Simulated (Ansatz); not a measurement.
Reaction (cleavage of the Si–Sn bond): `[OH][SnH]([Cl])[SiH2]F` + `C=C(S)S` → `C=C(S)S[SiH2]F` + `[OH][SnH2][Cl]`

Gas-phase electronic energies from Ansatz, PBE0-D4/def2-TZVP geometries. CCSD(T)/CBS is the MP2 limit (def2-TZVPP, def2-QZVPP) plus CCSD(T) − MP2 in def2-TZVPP, frozen cores. Functionals use def2-TZVPP. B3LYP here is the variant with VWN-RPA as its local correlation; programs differ in this. Elements past krypton have def2 core potentials. For Sn outer-core shells are correlated without core-valence functions, which leaves a few kJ/mol of doubt a bond. One conformer a species, not always the lowest.

Problem. Is it downhill or uphill in electronic energy at CCSD(T)/CBS, and by how much? (Best estimate.)

Solution. Computed: Downhill: ΔE = -47.0 kJ/mol.

Problem. What do these levels give: PBE0-D4, ωB97X-V, ωB97M-V, r2SCAN, PBE0, B3LYP, HF/def2-TZVPP, HF/def2-QZVPP, SCS-MP2/def2-QZVPP, HF/CBS(def2), MP2/CBS(def2), CCSD/CBS(def2)? (An estimate is asked.)

Solution. Ansatz gave: PBE0-D4 -43.4, ωB97X-V -48.3, ωB97M-V -50.5, r2SCAN -44.3, PBE0 -40.0, B3LYP -36.3, HF/def2-TZVPP -49.0, HF/def2-QZVPP -48.7, SCS-MP2/def2-QZVPP -50.5, HF/CBS(def2) -48.6, MP2/CBS(def2) -51.4, CCSD/CBS(def2) -45.5 kJ/mol.

Largest T1 diagnostic among the species: 0.013.

The D4 term adds −6.4 kJ/mol with B3LYP and −3.4 kJ/mol with PBE0; it sums over pairs of atoms, weighted by their polarisabilities, and B3LYP, whose exchange is more repulsive, gets the larger term. From PBE to PBE0 (25 % exact exchange), in def2-TZVPP and without D4, ΔE moves by −5.8 kJ/mol.
